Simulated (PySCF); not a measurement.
# Computed structure and properties of Hg2H4

System: Hg2H4 (singlet; a saddle point, relaxed within its symmetry); start: displaced along the imaginary mode (C2h). Method: PySCF 2.14.0, RKS B3LYP, Hg def2-SVP with ECP60, H def2-SVP; non-relativistic Hamiltonian with scalar-relativistic core potentials where named; density fitting; no spin-orbit coupling.

Input of the relaxation:

```python
mol = gto.M(atom='''
Hg    -0.00329     0.00000     1.44482
Hg     0.00329    -0.00000    -1.44482
H      1.34200    -0.00000    -0.13527
H     -1.34200     0.00000     0.13527
H      0.25000     0.00000     3.08709
H     -0.25000    -0.00000    -3.08709''',
    basis={'Hg': 'def2-SVP', 'H': 'def2-SVP'},
    ecp={'Hg': 'def2-SVP'},
    charge=0, spin=0)
mf = dft.RKS(mol, xc='B3LYP')
mf.grids.atom_grid = (50, 194)
mf = mf.density_fit()  # fitting sets: Hg def2-universal-JKFIT, H def2-universal-JKFIT
mf.conv_tol = 1e-08; mf.max_cycle = 55
mf.kernel(dm0)  # dm0: converged density of the start geometry
# quasi-Newton relaxation in Cartesian coordinates to a largest gradient under 0.00045 Eh/bohr, steps kept in the point group
```

Run from Python with OMP_NUM_THREADS=2; the lines above give its settings. Where DIIS fails, smearing, a level shift and second-order steps follow.
It took 45 s on 2 threads of Arm Neoverse V2, with other jobs on the host, from the converged density of the start.

Course of the relaxation:

| step | energy above end (eV) | largest force component within the symmetry (eV/Å) |
| --- | --- | --- |
| 0 | 1.1768 | 0.570 |
| 1 | 1.1120 | 0.761 |
| 2 | 1.0277 | 0.929 |
| 3 | 0.9155 | 1.047 |
| 4 | 0.7805 | 1.079 |
| 5 | 0.6402 | 1.012 |
| 6 | 0.2792 | 1.331 |
| 7 | 0.2039 | 0.699 |
| 18 | 0.0053 | 0.068 |
| 19 | 0.0031 | 0.097 |
| 20 | 0.0007 | 0.083 |
| 21 | 0.0001 | 0.025 |
| 22 | 0.0000 | 0.008 |
| 23 | 0.0000 | 0.004 |
(The steps between are left out.)

Relaxed geometry (C2h):

```xyz
6

Hg   -0.6485    0.0000    1.9732
Hg    0.6485    0.0000   -1.9732
H     1.6048    0.0000   -0.6060
H    -1.6048    0.0000    0.6060
H     0.2926    0.0000    3.3429
H    -0.2926    0.0000   -3.3429
```

```tsv
contact	Å
Hg2–H3 (H)	1.668
Hg1–H4 (H)	1.668
Hg1–H5 (H)	1.662
Hg2–H6 (H)	1.662
```

On the finer grid (75, 302):

```
HOMO                                                          : -7.82 eV
LUMO                                                          : -1.16 eV
Dipole about the centre of mass                               : 0.00 D
Set of Mulliken populations of Hg1 outside the core potential : s 3.41, p 6.49, d 9.83, f 0.00
D3(BJ) dispersion energy (not in the energies)                : -0.173 eV
```

| atom | Mulliken (e) | Löwdin (e) | spin (e) |
| --- | --- | --- | --- |
| Hg1 | 0.26 | 0.32 | 0.00 |
| Hg2 | 0.26 | 0.32 | 0.00 |
| H3 | -0.14 | -0.16 | 0.00 |
| H4 | -0.14 | -0.16 | 0.00 |
| H5 | -0.12 | -0.16 | 0.00 |
| H6 | -0.12 | -0.16 | 0.00 |

On the grid (50, 194), as all that follows. Harmonic modes: 2 unstable, so a saddle point once the symmetry is let go (counted below −25 cm⁻¹); lowest -119 cm⁻¹ (negative: unstable), highest 2000 cm⁻¹, zero-point energy 0.686 eV.

Taking off one H (charge -1, singlet; the rest: singlet) in vacuum, both parts rigid, costs 11.37 eV; the small basis without counterpoise inflates it. Most of it is the attraction of opposite charges; other ways to part are cheaper, and one spin state was tried for the rest.

Rigid scan of H along the line from its metal:

(distance to H3 (Å), energy (eV)): (1.37, 1.008), (1.47, 0.377), (1.57, 0.080), (1.67, 0.000), (1.77, 0.059), (1.87, 0.206), (2.07, 0.638), (2.37, 1.386), (2.77, 2.297), (3.27, 3.176)

One start shape was tried, so this needn't be the lowest isomer.
